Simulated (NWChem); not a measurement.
Lowest excitation of N-methylmethanimine (C$_{2}$H$_{5}$N)

SMILES: C=NC
```xyz
8

C     -1.1018     0.3452     0.0000
N      0.0354    -0.5448     0.0000
C      1.1976    -0.0473     0.0000
H     -1.7294     0.1339    -0.8824
H     -1.7294     0.1339     0.8824
H     -0.8381     1.4237     0.0000
H      1.3987     1.0455     0.0000
H      2.0757    -0.7107     0.0000
```
Charge 0, spin multiplicity 1.

All runs are NWChem calculations. Structure: optimised with B3LYP/def2-SVP, a minimum by its harmonic frequencies.

Basis set: 6-31+G*.

```tsv
method	lowest vertical singlet excitation energy (eV)	relative cost	difference from EOM-CCSD
CIS	5.61	1	+0.40
EOM-CCSD	5.21	under 3	0.00
TD-PBE	4.76	under 3	-0.45
TD-B3LYP	4.92	3	-0.29
TD-PBE0	4.96	4	-0.25
```

The values span 0.85 eV, from TD-PBE (lowest) to CIS (highest). The cost column gives rough processor time relative to CIS; each entry includes its own SCF.

The correlated methods keep 3 core orbitals frozen. B3LYP has NWChem's definition, with VWN1-RPA local correlation. The Pople sets run with spherical d functions. Coupled-cluster values serve here as a point of comparison, not as the truth.
